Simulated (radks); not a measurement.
Q: The mean radii <r> (bohr) of the occupied orbitals of an atom or ion are listed with their occupations. Method: Dirac Kohn-Sham, LDA (Slater exchange, Perdew-Wang correlation), spin-unpolarised, spherical densities, finite nucleus; Fermi nuclear charge, rms radius of each element as measured or else 0.836 A^(1/3) + 0.57 fm; computed with a radial shooting solver on a logarithmic mesh with Libxc functionals.

orbital  occ.      <r>
1s1/2       2  0.03711
2s1/2       2   0.1625
2p1/2       2   0.1387
2p3/2       4   0.1431
3s1/2       2   0.4589
3p1/2       2   0.4551
3p3/2       4   0.4656
3d3/2       4   0.4498
3d5/2       6   0.4533
4s1/2       2    1.179
4p1/2       2    1.284
4p3/2       2    1.310
4d3/2       2    1.691
5d3/2       2    4.489

Name the element and its charge. Open shells, if any, fill j = l - 1/2 first.

A: Z = 40, zirconium, charge +2: Zr2+ in [Ar] 3d10 4s2 4p4 4d2 5d2. The 1s radius gives Z: for a bare nucleus <r> = (2 gamma + 1)/(2Z) with gamma = sqrt(1 - (Z/c)^2), 0.03641 bohr for Z = 40, and screening makes it slightly larger (0.03711 here). The occupations add up to 38, and the charge is Z minus that.
